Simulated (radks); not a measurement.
Results of a calculation; reference values are marked as such.
Problem. All-electron atom: Cl10+ in [He] 2s2 2p3 (the NIST ground configuration). Code: a radial shooting solver on a logarithmic mesh with Libxc functionals. Model: Dirac Kohn-Sham, relativistic LDA (MacDonald-Vosko exchange, VWN5 correlation), spin-unpolarised, spherical densities, finite nucleus; open shells fill j = l - 1/2 first; Fermi nuclear charge, rms radius 3.3654 fm.

Spin-orbit splittings of the eigenvalues, e(l+1/2) - e(l-1/2), with zeta = 2 splitting/(2l+1) and mean radii in bohr:

| shell | occ. | splitting (eV) | zeta (eV) | <r> j=l-1/2 | <r> j=l+1/2 |
|---|---|---|---|---|---|
| 2p | 3 | 2.134 | 1.422 | 0.3617 | 0.3635 |
| 3p | 0 | ? | ? | 1.015 | 1.018 |

Estimate the 3p splitting.

Solution. 0.4898 eV (zeta = 0.3265 eV).
